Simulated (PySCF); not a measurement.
# Dipole moment and polarisability of `C[N](C)[Ge]([N](C)C)([N](C)C)[N](C)C`

C₈H₂₄GeN₄.
Cartesian coordinates in Å at the PBE0-D3(BJ)/def2-SVP level; atoms count from 1:
```
atom  x, y, z in Å
C1     2.6853    0.7301   -0.4497
N2     1.7002   -0.3103   -0.6088
C3     2.2526   -1.6379   -0.5045
Ge4   -0.0026   -0.0107    0.0045
N5    -0.2322    0.0206    1.8242
C6    -0.1725   -1.2189    2.5568
C7     0.2632    1.1505    2.5694
N8    -1.0161   -1.4145   -0.6062
C9    -0.8789   -1.8140   -1.9847
C10   -2.3620   -1.5549   -0.1081
N11   -0.4662    1.6609   -0.5863
C12   -1.6566    2.2865   -0.0692
C13   -0.1551    2.0459   -1.9393
H14    2.2084    1.7210   -0.4574
H15    3.4260    0.7057   -1.2718
H16    3.2539    0.6410    0.5007
H17    2.8191   -1.7936    0.4383
H18    2.9510   -1.8449   -1.3379
H19    1.4546   -2.3937   -0.5384
H20   -0.8472   -1.1966    3.4342
H21   -0.4784   -2.0610    1.9191
H22    0.8465   -1.4428    2.9385
H23   -0.3786    1.3625    3.4462
H24    0.2805    2.0522    1.9402
H25    1.2933    0.9918    2.9539
H26   -1.5822   -1.2801   -2.6591
H27    0.1401   -1.6156   -2.3476
H28   -1.0761   -2.8963   -2.1054
H29   -3.1087   -1.0152   -0.7291
H30   -2.4392   -1.1630    0.9165
H31   -2.6682   -2.6182   -0.0877
H32   -1.8940    1.8988    0.9322
H33   -2.5451    2.1143   -0.7132
H34   -1.5275    3.3830    0.0148
H35    0.7117    1.4818   -2.3132
H36   -0.9979    1.8654   -2.6400
H37    0.0905    3.1236   -2.0015
```

Level: B3LYP/def2-SVPD (PySCF), static field, nuclei fixed, core orbitals frozen in the response. The polarisability tensor in these axes (au):

```
x   163.08  -0.41   1.58
y    -0.41 161.27  -0.28
z     1.58  -0.28 162.41
```

**Question.** What are the eigenvalues, a third of the trace, and Δα (Δα² = ½Σ(αi − αj)² over the three pairs)?

**Answer.** Principal values 161.11, 161.22 and 164.44 au; mean 162.26 au = 24.04 Å³ = 26.75 × 10⁻⁴⁰ C²·m²/J; Δα = 3.28 au (2 % of the mean).

**Question.** What is the dipole moment?

**Answer.** 0.03 D at this geometry.

**Question.** Sum over states: ᾱ = Σ f/ω², ω in Eh. What share falls to these 10 lowest TDDFT singlets (eV, f)? 5.01, 0.0060; 5.02, 0.0060; 5.53, 0.0000; 5.54, 0.0000; 5.54, 0.0000; 5.71, 0.0022; 5.78, 0.0000; 5.78, 0.0000; 5.86, 0.0001; 6.05, 0.1280.

**Answer.** They add up to 3.00 au, 1.8 % of the 162.26 au; the largest single term is 2.59 au, from the state at 6.05 eV. Terms in order: 0.18, 0.18, 0.00, 0.00, 0.00, 0.05, 0.00, 0.00, 0.00, 2.59 au. Higher excitations give the rest. The strengths listed sum to 0.142.

**Question.** What would n − 1 = 2πNα be for an ideal gas of these molecules at 500 K and 1 atm, electronic part alone?

**Answer.** N = p/kT = 1.4678 × 10¹⁹ cm⁻³, so n − 1 = 2π × N × 24.04 × 10⁻²⁴ cm³ = 2217 × 10⁻⁶ at long wavelengths.

**Question.** Rayleigh depolarisation ratio (linearly polarised light, static tensor)?

**Answer.** ρ = 3Δα²/(45ᾱ² + 4Δα²) = 32.3/(1184704 + 43.0) = 2.72e-05.

**Question.** Traceless (Buckingham) quadrupole moment about the centre of nuclear charge: eigenvalues?

**Answer.** -0.17, 0.02, 0.15 D·Å. The electronic extent ⟨r²⟩ about the same centre is 2877 bohr², a root-mean-square distance of 2.47 Å for the 132 electrons.

**Question.** Find the Langevin capture rate constant for NO+ (29.998 u) meeting this molecule (250.121 u), k = 2.342 × 10⁻⁹ cm³/s × √(α in Å³ / reduced mass in u).

**Answer.** The reduced mass is 26.79 u, so k = 2.22 × 10⁻⁹ cm³/s.

One conformer (not necessarily the lowest) at the PBE0-D3(BJ)/def2-SVP geometry, without solvent, vibrations or thermal averaging. The calculation is non-relativistic, for germanium too.

These values come from a run that also computed excited states. The run took 3.6 min wall, 7.9 min CPU (grids of density and orbitals included) on an INTEL XEON PLATINUM 8581C at 2.10 GHz with 2 threads (shared host), and the process peaked at 3.9 GiB of memory.
